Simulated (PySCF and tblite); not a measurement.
Values are calculated unless marked as measured or tabulated.
C₇H₁₀O, numbered as in [CH:1]#[C:2][CH:3]1[CH2:4][CH2:5][O:6][CH2:7][CH2:8]1.

Conformers came from 90 starts (ETKDG and KDG, MMFF94s, GFN2-xTB); geometries are PBE0-D3(BJ)/def2-SVP. Energies: PBE0-D3(BJ)/def2-TZVP, with GFN2-xTB thermal terms (modes under about 100 cm⁻¹ blended into free rotors). Symmetry numbers and mirror images are counted. Conformers within 4 kcal/mol (GFN2-xTB free energy) were kept, 5 at most. Programs: PySCF with density fitting and tblite.

The 6-ring runs over atoms 3–4–5–6–7–8. Of a mirror pair one member is shown.

```tsv
conformer	shape	symmetry	dipole D
1	6-ring chair (all substituents equatorial)	Cs	0.81
2	6-ring twist-boat (ring torsions 24, 41, -70, 27, 36, -62°)	C1 (pair)	0.85
3	6-ring chair (C2 axial)	Cs	0.96
```

**Question.** Which of these conformers is the most populated at 298.15 K, and with what share?

**Answer.** Conformer 1, about 67 %. The lead over the next is within the error of the method.

**Question.** Give the DFT energies and free energies relative to the lowest, and all weights.

**Answer.** 
| conformer | shape | E(DFT) kcal/mol | G(298.15 K) kcal/mol | weight % |
| --- | --- | --- | --- | --- |
| 1 | 6-ring chair (all substituents equatorial) | 0.00 | 0.00 | 66.8 |
| 2 | 6-ring twist-boat (ring torsions 24, 41, -70, 27, 36, -62°) | 5.80 | 5.08 | 0.0 |
| 3 | 6-ring chair (C2 axial) | 0.25 | 0.42 | 33.1 |

**Question.** How does its share change from 200 K to 400 K?

**Answer.** From 72 % to 64 %; the mixing entropy goes from 1.17 to 1.32 cal/(mol K).
